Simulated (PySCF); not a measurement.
C6H15O3Sb, SMILES C([O][Sb]([O]CC)[O]CC)C.

Geometry: PBE0-D3(BJ)/def2-SVP. The isomer is the one that the SMILES or the coordinates give; other isomers of the formula were not compared. The def2 effective core potentials stand for the cores of Sb; spin–orbit coupling is left out. One conformer was computed; it need not be the lowest.

Calculation: IEF-PCM-M06-2X/def2-SVP run with PySCF.

The values are the electrostatic part of the solvation free energy, E(continuum) − E(gas) at the gas-phase geometry, in a cavity of scaled van der Waals radii (PySCF's table); cavitation and dispersion terms are not included. A continuum can't describe solvent molecules that bind to the metal. In vacuum the orbital gap is 8.95 eV. The dipole moment in vacuum is 1.06 D.

**Question.** Estimate the values in water (ε = 78.36), diethylether (ε = 4.24), chlorobenzene (ε = 5.70). (Estimate from the structure and the level; the computed values follow.)

**Answer.** 
| solvent | ε | ΔG(elec) (kcal/mol) | dipole (D) | gap (eV) |
|---|---|---|---|---|
| water | 78.36 | -5.4 | 1.40 | 9.08 |
| diethylether | 4.24 | -3.6 | 1.28 | 9.04 |
| chlorobenzene | 5.70 | -4.0 | 1.30 | 9.05 |
